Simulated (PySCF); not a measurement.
All values below come from PBE-D3(BJ)/def2-TZVP // PBE0-D3(BJ)/def2-TZVP (PySCF). Gas-phase values, no solvent. 

Reference species (SMILES): `[AlH3]` (neutral, multiplicity 1).

```yaml
HOMO: -7.30 eV
HOMO–LUMO gap: 4.77 eV
LUMO: -2.53 eV
```

Changed species: `[AlH2][Cl]` (1 of 3 H replaced by Cl; the reference has 0 of 3 H replaced by Cl).

Q: What does the change do to the HOMO, HOMO–LUMO gap and LUMO?

A: the HOMO goes up by 0.03 eV, to -7.27 eV; the HOMO–LUMO gap goes up by 0.10 eV, to 4.87 eV; the LUMO rises by 0.13 eV, to -2.40 eV.
